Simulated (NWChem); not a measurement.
GeHBrCl2; SMILES [Cl][GeH]([Cl])[Br]

```xyz
5

Ge     0.4644     0.4190     0.0000
Cl    -0.3535     1.3830    -1.7512
Cl    -0.3535     1.3830     1.7512
Br    -0.1671    -1.7990     0.0000
H      2.0012     0.5435     0.0000
```
Atoms are numbered in this order, from 1.

Level: PBE-D3(BJ)/def2-SVP (NWChem), optimised geometry, unscaled harmonic frequencies. This build's default masses of Se (78.918 u) and Br (79.917 u) are each other's, which moves their modes by up to 0.6 %.

```json
[
 {"frequency (cm⁻¹)": "111", "IR intensity (km/mol)": "1.1"},
 {"frequency (cm⁻¹)": "126", "IR intensity (km/mol)": "2.1"},
 {"frequency (cm⁻¹)": "157", "IR intensity (km/mol)": "5.1"},
 {"frequency (cm⁻¹)": "301", "IR intensity (km/mol)": "27.8"},
 {"frequency (cm⁻¹)": "412", "IR intensity (km/mol)": "50.3"},
 {"frequency (cm⁻¹)": "433", "IR intensity (km/mol)": "73.0"},
 {"frequency (cm⁻¹)": "665", "IR intensity (km/mol)": "75.0"},
 {"frequency (cm⁻¹)": "679", "IR intensity (km/mol)": "51.0"},
 {"frequency (cm⁻¹)": "2118", "IR intensity (km/mol)": "50.4"}
]
```

The zero-point energy comes out as 7.1 kcal/mol and the thermal correction to the enthalpy at 298.15 K (with zero-point energy) comes out as 11.6 kcal/mol. The heat capacity Cv comes out as 18.0 cal/(mol K). The entropy at 298.15 K and 1 atm (symmetry number 1) comes out as 84.3 cal/(mol K) and the dipole moment is 1.32 D.

Rigid rotor and harmonic oscillator.
